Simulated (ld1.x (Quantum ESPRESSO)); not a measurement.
**Reading a pseudo-wave (ytterbium (Yb))**

Columns: radius, all-electron u(r) and pseudo u(r) of the 5p shell (level -27.42 eV) of ytterbium in the configuration [Kr] 4d10 5s2 4f14 5p6 5d0 6s2 6p0; PBE, scalar-relativistic, RRKJ scheme, ld1.x (Quantum ESPRESSO) 7.5.

| r (bohr) | all-electron | pseudo |
| --- | --- | --- |
| 0.125 | -0.2517 | -0.0018 |
| 0.250 | 0.0136 | -0.0170 |
| 0.375 | 0.4549 | -0.0677 |
| 0.500 | 0.3571 | -0.1733 |
| 0.625 | -0.0072 | -0.3349 |
| 0.750 | -0.3824 | -0.5297 |
| 0.875 | -0.6669 | -0.7188 |
| 1.000 | -0.8448 | -0.8637 |
| 1.125 | -0.9319 | -0.9425 |
| 1.250 | -0.9517 | -0.9573 |
| 1.375 | -0.9256 | -0.9267 |
| 1.500 | -0.8711 | -0.8711 |
| 1.625 | -0.8008 | -0.8008 |
| 1.750 | -0.7236 | -0.7236 |
| 1.875 | -0.6455 | -0.6455 |
| 2.000 | -0.5701 | -0.5701 |
| 2.125 | -0.4997 | -0.4997 |
| 2.250 | -0.4353 | -0.4353 |
| 2.375 | -0.3773 | -0.3773 |
| 2.500 | -0.3258 | -0.3258 |
| 2.625 | -0.2804 | -0.2804 |
| 2.750 | -0.2407 | -0.2407 |
| 2.875 | -0.2063 | -0.2063 |
| 3.000 | -0.1764 | -0.1764 |
| 3.125 | -0.1507 | -0.1507 |
| 3.250 | -0.1285 | -0.1285 |

Task: How many radial nodes do the two functions have?

Result: The all-electron 5p function has n − l − 1 = 3 (the table is too coarse to show those close to the nucleus); the pseudo-wave has 0, since the states of the same l below it are removed with the core.

Task: At about which radius was the pseudo-wave matched?

Result: 1.50 bohr, where the columns begin to agree (steps of 0.12 bohr).

Task: Is the pseudo-wave norm-conserving?

Result: Yes: the RRKJ scheme keeps the norm inside the radius equal to the all-electron one, which fixes the energy derivative of the logarithmic derivative at the level.
